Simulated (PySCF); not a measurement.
# From a computed spectrum to the compound

A species of 8 atoms with charge 0 has these harmonic modes (PBE0, small Gaussian bases with core potentials, PySCF 2.14.0):

```tsv
cm⁻¹	km/mol	symmetry
40	68.0	a1
53	2.0	e
53	2.0	e
118	16.1	e
118	16.1	e
118	0.0	a2
297	10.3	a1
507	4.4	e
507	4.4	e
559	7.9	a1
560	211.8	e
560	211.8	e
1202	144.6	a1
1634	24.5	e
1634	24.5	e
3493	26.4	a1
3615	50.3	e
3615	50.3	e
```

(1) Which species is it, and in which structure?

Results:

(1) EuF3(NH3) (singlet in the valence; each metal's 4f electrons, 6 of them, lie in its core potential, out of spins and levels):
```xyz
8

Eu    0.0780   -0.0780    0.0780
F     1.0581    1.4554    1.0581
F    -1.4554   -1.0581    1.0581
F     1.0581   -1.0581   -1.4554
N    -1.3976    1.3976   -1.3976
H    -2.0079    2.0079   -0.8506
H    -0.8506    2.0079   -2.0079
H    -2.0079    0.8506   -2.0079
```
Ideal gas at 298.15 K and 1 bar: S = 419.1 J/(mol K), Cp = 115.0 J/(mol K), H − H(0 K) = 25.8 kJ/mol (rigid rotor, harmonic modes, spin degeneracy alone, that of the 4f electrons in the core included; the modes under 60 cm⁻¹ make these uncertain). An lcecp potential fixes the number of 4f electrons, so in runs with it no electron can move into or out of that shell.
 The answer isn't unique; the calculation gave this one.
